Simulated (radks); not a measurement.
F4+, 5 electrons, occupied as [He] 2s2 2p1 (the NIST ground configuration).

Method: scalar-relativistic Kohn-Sham, LB94 model potential, spin-polarised, spherical densities, finite nucleus; open shells are filled with parallel spins first; Fermi nuclear charge, rms radius 2.8976 fm; computed with a radial shooting solver on a logarithmic mesh with Libxc functionals.

Energy parts (eV):
part                 energy
kinetic            2520.881
electron-nucleus  -5506.340
Hartree             683.311
(The LB94 potential has no energy functional, so no total or exchange-correlation energy is given.)

Orbitals (lengths in bohr, moments of r in powers of bohr; <r^-3> diverges for s and p1/2):
| orbital | occ. | eigenvalue (eV) | <r^-3> |
|---|---|---|---|
| 1s down | 1 | -810.7853 | - |
| 1s up | 1 | -809.5973 | - |
| 2s up | 1 | -127.9395 | - |
| 2s down | 1 | -124.3328 | - |
| 2p up | 1 | -111.6980 | 14.86 |
| 2p down | 0 | -108.5588 | 15.03 |

The highest occupied level is 2p up at -111.70 eV. Summed over all electrons, <r^2> = 2.465 bohr^2, which gives a Langevin (diamagnetic) susceptibility term of -1.95 x 10^-6 cm^3/mol. The electron density at the nucleus is 476 e/bohr^3 (large components only). The density falls to 0.001 e/bohr^3 at r = 2.07 bohr. The spin density at the nucleus is 0.4777 e/bohr^3 (1s 0.1935, 2s 0.2842). Spin moment in Bohr magnetons: 1.
